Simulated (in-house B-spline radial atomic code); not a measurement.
## RPBE excitations of Zn

Method: RPBE. Computed with a B-spline radial code for spherical atoms: linear response of the closed shell [Ar] 3d10 4s2 with the functional's adiabatic kernel; non-relativistic, point nucleus, no spin-orbit coupling, no double excitations, S, P, D and F terms only; shells from n = 2 respond. Only terms of natural parity with L up to 3 were computed.

Without relativity these are model numbers for so heavy an element.

Command:
```bash
python run_td.py task.json out
```
Settings (radii: box in bohr, nucleus in fm):
```
Z                        30
electrons                30
configuration            [Ar] 3d10 4s2
hamiltonian              nr
method                   rpbe,pbe
box_radius               75
intervals                59
```

Run time, properties included: 1 s on 1 thread of Intel(R) Xeon(R) Platinum 8259CL CPU @ 2.50GHz (Skylake/Cascade Lake), with other jobs on the host.

The lowest states, in the order of their Tamm-Dancoff energies; the method's threshold (minus the highest occupied level) is 5.732 eV. Labels give the largest channel, * marks a mixed state, and oscillator strengths are full-response dipole values. Measured ¹D terms are left out, since they can mix with doubly excited terms. Semilocal kernels can invert the small singlet-triplet splittings of Rydberg terms. Energies in eV:

```tsv
state	full response	Tamm-Dancoff	oscillator strength	measured (J-weighted term)
4s → 4p 3P	?	?	-	?
4s → 4p 1P	5.274	5.404	1.14	5.796
4s → 5s 3S	?	?	-	?
```

Where does 4s → 5s 3S lie?

At 5.530 eV in full response, 5.535 eV in Tamm-Dancoff; measured 6.654 eV.

Where does 4s → 4p 3P lie?

At 3.654 eV in full response, 3.804 eV in Tamm-Dancoff; measured 4.054 eV.

How large is the singlet-triplet splitting of 4s → 4p (P terms) in Tamm-Dancoff?

1.6 eV, from the unrounded values.

What polarisabilities and dispersion coefficient does the method give?

Dipole 42.39 bohr³, quadrupole 382.3 bohr⁵, C6 318.5 hartree·bohr⁶ for two such species. Recommended dipole value: 38.67 ± 0.3 bohr³ (Schwerdtfeger and Nagle, table of static dipole polarizabilities (2023 update)), which includes relativity and correlation.
